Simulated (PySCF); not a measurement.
# Calculated NMR parameters of C/N=C/c1ncn[nH]1

```
Formula                               : C4H6N4
SMILES                                : C/N=C/c1ncn[nH]1
Point group of the computed structure : Cs
Degrees of unsaturation               : 4
Carbon signals                        : 4
Proton signals                        : 4
```

Atom-mapped SMILES (the numbers label the heavy atoms): `[CH3:1]/[N:2]=[CH:3]/[c:4]1[n:5][cH:6][n:7][nH:8]1` (H(Xn): hydrogen on atom n).

- shielding tensors at PBE0/pcSseg-1 (GIAO)
- coordinates at the GFN2-xTB level
- code: PySCF 2.14.0 with density-fitted response routines
- no solvent model, one computed conformer, rapidly exchanging positions averaged, no relativistic terms

References, each an isolated molecule treated in the same way: ¹H and ¹³C vs TMS; ¹⁵N against NH3.

| carbon | δC, type | δH (multiplicity) | HMBC from (2–3 bonds) | span of the C tensor (ppm) |
| --- | --- | --- | --- | --- |
| C1 | 43.4, CH3 | 3.85 (s) | H(C3) | 61 |
| C3 | 161.1, CH | 8.54 (s) | H(C1) | 201 |
| C4 | 158.2, C | – | H(C3), H(C6) | 137 |
| C6 | 156.1, CH | 8.02 (s) | – | 159 |

Other nuclei:
| atoms | nucleus | environment | δ (ppm) | σ (ppm) |
| --- | --- | --- | --- | --- |
| H(N8) | ¹H | hydrogen on a pyrrole-type ring nitrogen | 10.96 | 20.75 |
| N2 | ¹⁵N | imine nitrogen | 381.0 | -113.3 |
| N7 | ¹⁵N | pyridine-type nitrogen of an azole | 333.9 | -66.2 |
| N5 | ¹⁵N | pyridine-type nitrogen of an azole | 297.8 | -30.1 |
| N8 | ¹⁵N | pyrrole-type ring nitrogen | 224.3 | 43.4 |

1. Carbon types of the structure: 1 × C, 2 × CH, 1 × CH3, leaving 1 H on heteroatoms.
2. δC 161.1: C=N carbon.
3. δC 158.2: substituted aromatic carbon next to a ring nitrogen.
4. δC 156.1: aromatic CH between two ring heteroatoms.
5. δH 10.96: hydrogen on a pyrrole-type ring nitrogen; exchangeable, gas-phase position.
6. δH 8.54: hydrogen on a C=N carbon.

Exchangeable OH/NH protons stand at their gas-phase positions; hydrogen bonding in a real sample shifts them, mostly to higher δ. Shifts are as computed. Against solution values, carbons near 30 ppm lie about +3 ppm off and those near 130 ppm about +5 ppm. Of 1211 compounds with measured shifts, 218 miss one by over three times the rms of a fit or turn the order of signals round; such compounds aren't used in these exercises. Experimental scales use liquid or dissolved standards, which lie at an offset from isolated NH3 (liquid NH3: subtract about 20 ppm). Unscaled 15N shifts of sp2 nitrogen come out 20 to 40 ppm too high even then. Multiplicities follow the n + 1 count of equivalent neighbours, as no J values were calculated; m marks all less simple cases, F and P coupling included.
